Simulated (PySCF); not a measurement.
Si(Cl)(Me)(OH)2 (CH5ClO2Si), SMILES C[Si](O)(O)Cl.

Geometry optimised at B3LYP-D3(BJ)/def2-SVP. One conformer was computed; it need not be the lowest.

Calculation: SMD-ωB97X/6-31G* run with PySCF.

Solvation free energies are E(SMD) − E(gas) at the gas-phase geometry, for 1 M in both phases. In vacuum the dipole moment is 1.19 D.

| solvent | ΔG(solv) (kcal/mol) | its non-electrostatic (CDS) part | dipole (D) |
|---|---|---|---|
| water | -8.8 | 3.0 | 1.46 |
| 1-octanol | -9.3 | 0.4 | 1.42 |
| chlorobenzene | … | … | … |

Problem. Complete the blanks. (Estimate from the structure and the level; the computed values follow.)

Solution. 
- chlorobenzene, ΔG(solv) (kcal/mol): -6.2
- chlorobenzene, its non-electrostatic (CDS) part: -1.8
- chlorobenzene, dipole (D): 1.36
